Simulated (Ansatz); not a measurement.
Which isomer of C2H5BF2O gives these data?

These gas-phase data were calculated for one isomer of C2H5BF2O at PBE0-D4/def2-SVP (harmonic, unscaled wavenumbers; equilibrium rotational constants with average atomic masses):

- rotational constants: 7.017, 2.356, 2.026 GHz
- all wavenumbers above 1500 cm⁻¹: 3193, 3189, 3086, 3080, 2696

Candidates:

(1) `C[C@H](F)OBF`, a singlet
(2) `CCOB(F)F`, a singlet

**Question.** Assign the data to one candidate and say why.

**Answer.** Candidate (1). The band at 2696 cm⁻¹ lies where the B–H stretch is expected; (2) has no mode between 2350 and 2900 cm⁻¹.

The same quantities for all candidates:

```tsv
	rotational constants (GHz)	wavenumbers above 1500 cm⁻¹	E above the lowest, PBE0-D4/def2-SVP (kcal/mol)
(1)	7.017, 2.356, 2.026	3193, 3189, 3086, 3080, 2696	43.1
(2)	7.069, 2.217, 1.931	3170, 3165, 3135, 3073, 3063, 1558	0.0
```

Harmonic stretches to hydrogen usually lie a few per cent above observed fundamentals. Each candidate is one conformer. Programs: Ansatz 0.2.0.
